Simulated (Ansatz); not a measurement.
Reaction (redistribution): `[Cl][SnH2][GeH3]` + `CC([SiH3])=S` → `C[C](=S)[GeH3]` + `[SiH3][SnH2][Cl]`

Program: Ansatz. Geometries: PBE0-D4/def2-TZVP. ΔE: electronic, gas phase. CCSD(T)/CBS adds triple-zeta CCSD(T) − MP2 to the extrapolated MP2 energy (def2 sets, frozen cores). Functionals use def2-TZVPP. def2 core potentials past Kr. For Ge, Sn outer-core shells are correlated without core-valence functions, which leaves a few kJ/mol of doubt a bond. Scalar relativity is left out up to krypton.

```json
{"level": "PBE-D4", "ΔE (eV)": "0.26"}
{"level": "ωB97X-V", "ΔE (eV)": "0.26"}
{"level": "HF/def2-TZVPP", "ΔE (eV)": "0.30"}
{"level": "CCSD/def2-TZVPP", "ΔE (eV)": "0.25"}
{"level": "CCSD(T)/def2-TZVPP", "ΔE (eV)": "0.24"}
{"level": "MP2/def2-QZVPP", "ΔE (eV)": "0.28"}
{"level": "HF/CBS(def2)", "ΔE (eV)": "0.31"}
{"level": "MP2/CBS(def2)", "ΔE (eV)": "0.28"}
```

(1) What does CCSD(T)/CBS give? (Best estimate.)

Largest T1 diagnostic among the species: 0.016.

Results:

(1) The calculation gave: +0.27 eV. The listed levels differ from it by -0.01, -0.01, 0.03, -0.02, -0.03, 0.01, 0.04, 0.01 eV.

In def2-TZVPP, CCSD(T) changes the Hartree–Fock value by −0.05 eV (the triples alone add −0.01 eV) and MP2 by −0.04 eV.
